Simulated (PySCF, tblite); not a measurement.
Species: C2H14NPSi4.
Cartesian coordinates in Å at the GFN2-xTB level; atoms count from 1:
```
atom  x, y, z in Å
Si1   -3.664    0.108    0.549
C2    -1.988   -0.804    0.642
N3    -0.830    0.072    0.687
Si4   -0.014    0.660   -0.708
C5     0.698   -0.847   -1.682
Si6    2.584   -0.813   -1.279
Si7    2.185    1.231   -0.159
P8     2.721    1.616    1.990
H9    -3.776    0.989    1.715
H10   -3.711    0.904   -0.678
H11   -4.732   -0.891    0.558
H12   -1.964   -1.454    1.525
H13   -1.867   -1.453   -0.226
H14   -0.855    0.672    1.498
H15   -0.855    1.482   -1.604
H16    0.236   -1.792   -1.401
H17    0.524   -0.747   -2.752
H18    3.396   -0.852   -2.504
H19    2.989   -2.005   -0.516
H20    2.728    2.441   -0.813
H21    2.195    0.426    2.456
H22    3.991    1.078    1.901
```

The calculation used PBE0/pcSseg-1 in PySCF (dipole) on a GFN2-xTB geometry, gas phase.

Masses are those of the commonest isotopes; rigid-rotor values at the optimised geometry. The values belong to one conformer with, in the numbering `[SiH3:1][CH2:2][NH:3][Si@@H:4]1[CH2:5][SiH2:6][Si@@H:7]1[PH2:8]`, Si1–C2–N3–Si4 -89°, C2–N3–Si4–C5 -62°, Si6–Si7–P8–H -47° and 46°.

Task: Give the principal moments of inertia and the rotational constants in MHz.

Result: Ia = 430.45, Ib = 1151.17, Ic = 1435.87 u·Å²; 505379 MHz·u·Å²/I gives A = 1174, B = 439.0, C = 352.0 MHz.

Task: Classify the top.

Result: An asymmetric top: κ = (2 × 439.0 − 1174 − 352.0)/(1174 − 352.0) = -0.79.

Task: Is it planar, by Δ = Ic − Ia − Ib?

Result: Not planar: Δ = Ic − Ia − Ib = -145.75 u·Å². For a rigid frame Δ = −2 Σ m c², so Σ m c² = 72.88 u·Å² lies off the ab plane: 23.30 from hydrogen and 49.58 from heavier atoms. The atom farthest from that plane is 2.04 Å away.

Task: Give the other two planar moments, Paa and Pbb, and the rms extents of the mass along the axes.

Result: Paa = Σ m a² = (Ib + Ic − Ia)/2 = 1078.29 and Pbb = Σ m b² = (Ia + Ic − Ib)/2 = 357.58 u·Å². With the mass M = 194.99 u, the rms extents √(P/M) along a, b and c are 2.35, 1.35, 0.61 Å.

Task: Predict some low-J microwave lines.

Result: The dipole components are |μa| = 0.99 D, |μb| = 0.50 D, |μc| = 0.93 D. The squared components, which scale the intensities, stand as 1.00 : 0.25 : 0.89 (a : b : c). Some lines, for components of 0.1 D or more:

```tsv
type	branch	J(Ka,Kc)	MHz	lower level (cm⁻¹)
c	Q	4(1,4) ← 4(0,4)	431	0.260
b	Q	3(1,2) ← 3(0,3)	1071	0.157
b	Q	4(2,2) ← 4(1,3)	2021	0.304
c	Q	2(2,1) ← 2(1,1)	2205	0.109
a	R	3(0,3) ← 2(0,2)	2344	0.079
c	R	2(1,1) ← 1(0,1)	2491	0.026
b	Q	4(2,3) ← 4(1,4)	2783	0.275
b	R	3(1,3) ← 2(0,2)	2893	0.079
a	R	4(2,3) ← 3(2,2)	3158	0.262
a	R	4(3,2) ← 3(3,1)	3177	0.392
a	R	4(1,3) ← 3(1,2)	3322	0.193
b	Q	4(3,1) ← 4(2,2)	3813	0.371
b	Q	3(3,0) ← 3(2,1)	3862	0.263
b	Q	4(3,2) ← 4(2,3)	3916	0.368
b	Q	4(4,0) ← 4(3,1)	5435	0.498
c	R	3(3,0) ← 2(2,0)	6263	0.183
b	R	4(3,2) ← 3(2,1)	7039	0.263
b	R	4(4,1) ← 3(3,0)	8615	0.392
```

Its GFN2-xTB frequencies are all real (lowest 28 cm⁻¹). Constants of a rigid frame at the computed geometry: no zero-point averaging, no centrifugal distortion. A rigid rotor knows nothing of inversion at nitrogen or internal rotation, which can split or shift real lines. Quadrupole hyperfine structure (14N) is left out.
